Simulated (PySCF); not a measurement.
H2Cl3F3Si3, SMILES Cl[Si](Cl)([SiH2][Si](F)(F)F)Cl, PBE0/def2-SVP optimised geometry.

```
11

Si    -1.23    -1.79     1.91
F     -0.66    -3.29     1.99
F     -0.78    -1.03     3.25
F     -2.84    -1.89     1.93
Si    -0.48    -0.70     0.00
Si    -1.25    -1.82    -1.89
Cl    -3.31    -1.82    -1.91
Cl    -0.59    -3.76    -1.85
Cl    -0.57    -0.92    -3.60
H     -1.01     0.70     0.00
H      1.01    -0.70     0.00
```

Density from PBE0/def2-TZVP (PySCF) at that geometry.

Minimum of the electron density along straight lines between bonded atoms, close to the bond critical point (lines longer than 1.1 times the sum of covalent radii, or with two minima, are not listed):

| bond | length / Å | ρ at the minimum / e bohr⁻³ | ∇²ρ there / e bohr⁻⁵ | position (fraction from the first atom) |
|---|---|---|---|---|
| Si1–F2 | 1.605 | 0.139 | 0.97 | 0.42 |
| Si1–F3 | 1.606 | 0.139 | 0.97 | 0.42 |
| Si1–F4 | 1.605 | 0.139 | 0.97 | 0.42 |
| Si1–Si5 | 2.325 | 0.097 | -0.12 | 0.64 |
| Si5–Si6 | 2.333 | 0.096 | -0.15 | 0.37 |
| Si6–Cl7 | 2.052 | 0.102 | 0.21 | 0.36 |
| Si6–Cl8 | 2.053 | 0.102 | 0.21 | 0.36 |
| Si6–Cl9 | 2.054 | 0.101 | 0.21 | 0.36 |
| Si5–H10 | 1.492 | 0.119 | 0.16 | 0.49 |
| Si5–H11 | 1.492 | 0.119 | 0.16 | 0.49 |
